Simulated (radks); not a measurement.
Mg2+, 10 electrons, occupied as [Ne]. Method: Dirac Kohn-Sham, PBE, spin-unpolarised, spherical densities, finite nucleus; Fermi nuclear charge, rms radius 3.057 fm; computed with a radial shooting solver on a logarithmic mesh with Libxc functionals.

Unscreened Slater integrals over Kohn-Sham orbitals (eV). Large and small components are both included.

| integral | value |
|---|---|
| F0(2p3/2,2p3/2) | 36.769 |
| F2(2p3/2,2p3/2) | 16.626 |
| F0(2p3/2,2p1/2) | 36.829 |
| G2(2p3/2,2p1/2) | 16.638 |
| F0(2p3/2,2s1/2) | 35.991 |
| G1(2p3/2,2s1/2) | 21.628 |
| F0(2p3/2,1s1/2) | 52.576 |
| G1(2p3/2,1s1/2) | 6.4702 |
| F0(2p1/2,2p1/2) | 36.891 |
| F0(2p1/2,2s1/2) | 36.045 |
| G1(2p1/2,2s1/2) | 21.638 |
| F0(2p1/2,1s1/2) | 52.768 |
| G1(2p1/2,1s1/2) | 6.5113 |
| F0(2s1/2,2s1/2) | 35.598 |
| F0(2s1/2,1s1/2) | 50.572 |
| G0(2s1/2,1s1/2) | 3.8863 |
| F0(1s1/2,1s1/2) | 196.20 |
